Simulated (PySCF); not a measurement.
**Radial density of Mg (magnesium, neutral)**

HSE06, [Ne] 3s1 4s1, high-spin 3S determinant (an excited configuration). Calculation: PySCF 2.14, in aug-cc-pVQZ (7s6p4d3f2g, 84 functions); no relativity, point nucleus.

```tsv
r (bohr)	4πr²ρ (e/bohr)	4πr²(ρα − ρβ)
0.00224	0.06520	0.0001
0.00377	0.1779	0.0003
0.00633	0.4732	0.0009
0.0107	1.207	0.0024
0.0179	2.870	0.0056
0.0301	6.068	0.0117
0.0507	10.55	0.0190
0.0853	13.33	0.0186
0.143	10.61	0.0018
0.241	7.319	0.0067
0.406	10.31	0.0662
0.683	9.349	0.0286
1.15	2.813	0.0552
1.93	0.5794	0.4044
3.25	0.2953	0.2941
5.46	0.1228	0.1228
9.19	0.1264	0.1264
15.5	0.009944	0.0099
```

The outer electron is Rydberg-like, and this basis confines it to a smaller radius and binds it less than a complete one would.
